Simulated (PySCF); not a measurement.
Species: C5H9FO2Si.
Structure used (GFN2-xTB), in Å, numbered top down from 1:
```
atom  x, y, z in Å
C1    -0.1640    2.3393   -0.2041
C2    -0.2403    1.0336   -0.2270
C3    -0.7218   -0.2115    0.3847
C4    -2.1695   -0.6454    0.2655
O5    -2.3222   -2.0358    0.4052
C6     0.1671   -0.2312   -0.8519
O7     1.4668   -0.7027   -0.7949
Si8    2.7217   -0.3555    0.1510
F9     2.3799   -0.7343    1.6804
H10   -0.6761    2.9212    0.5452
H11    0.4095    2.8843   -0.9368
H12   -0.2547   -0.5147    1.3154
H13   -2.5761   -0.3024   -0.6987
H14   -2.7638   -0.2029    1.0693
H15   -1.7222   -2.4775   -0.2073
H16   -0.2888   -0.5095   -1.7995
H17    3.6932   -1.3054   -0.3373
H18    3.0524    1.0567    0.2290
```

Definitions: NICS(0) = −σiso at the ring centroid; NICS(1) = −σiso and NICS(1)zz = −σzz at ±1 Å along the ring normal z. Level: GIAO PBE0/pcSseg-1 (PySCF, non-relativistic, gas phase) on the GFN2-xTB geometry, one conformer.

Ring bond lengths (Å), with Mayer bond orders in brackets: C2–C3 1.468 (0.84), C3–C6 1.523 (0.91), C6–C2 1.468 (0.90).

Q: What do the NICS probes read (ppm)?

A: 
```tsv
ring	type	NICS(0)	NICS(1), two faces	NICS(1)zz, two faces	rms pucker (Å)	centre to ring atoms, mean (Å)
C2–C3–C6	3-membered carbocycle; formal bonds all single	-26.4	-8.8 / -6.5	-19.4 / -16.7	0.00	0.86
```

Q: What can be read from them?

A: 
- C2–C3–C6: mean NICS(1)zz -18.0 ppm, shielded. C3, C6 have four or more neighbours, and the NICS criterion for π rings isn't applied. NICS(0) lies 19 ppm below the mean NICS(1).
